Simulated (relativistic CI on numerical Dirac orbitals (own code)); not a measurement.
**Hyperfine structure of Pb XLVI, mass number 207**

Method of calculation: Dirac-Coulomb-Breit CI, separate exchange-only KLI orbitals for each configuration, model QED, unscaled Slater integrals (own radial code, finite nucleus).

Configuration list (outside the closed core [Ar] 3d10): 4s²4p⁶4d, 4s²4p⁶4f, 4s²4p⁵4d², 4s4p⁶4d², 4s²4p⁵4d4f, 4s4p⁶4d4f, 4s²4p⁶5s, 4s²4p⁶5p, 4p⁶4d³, 4p⁵4d⁴, 4p⁵4d³4f, 4s4p⁶4f², 4s4p⁵4f³, 4p⁶4f³. Double excitations out of closed p, d and f shells are left out; levels of such configurations are missing from the list, as are those of other unlisted configurations, and high levels can miss mixing partners.

Nuclear spin I = 1/2, μ = 0.5906 μN (tables of Stone and Pyykkö). The electronic factors are computed for point nuclear moments, without core polarisation or the Bohr-Weisskopf and QED corrections.

| Level | E (eV) | A (MHz) |
| --- | --- | --- |
| 4s²4p⁶4d ²D3/2 | 0.000 | 50870 |
| 4s²4p⁶4d ²D5/2 | 33.278 | 20020 |
| 4s²4p⁵4d² ⁴D°1/2 | 182.835 | 8449 |
| 4s²4p⁵4d² ⁴G°9/2 | 215.372 | 52050 |
| 4s²4p⁵4d² ²H°11/2 | 220.550 | 49980 |

Levels with J = 0, under 50 % of one LS term, or S terms without an open s electron are left out. Small factors come from cancelling terms and can be off by tens of per cent or more.

At this charge energies of transitions that change n are usually good to better than 1 %, and those within a shell (Δn = 0) to a few per cent.

Question: Give the hyperfine levels of 4s²4p⁶4d ²D3/2 relative to its centre of gravity.

Answer: With K = F(F + 1) − I(I + 1) − J(J + 1), E = AK/2: F = 1: -63580, F = 2: 38150 MHz.

LS names give the leading component of a level, which can be under half, so a name can repeat, a term be missing and a line seem to break the LS rules.
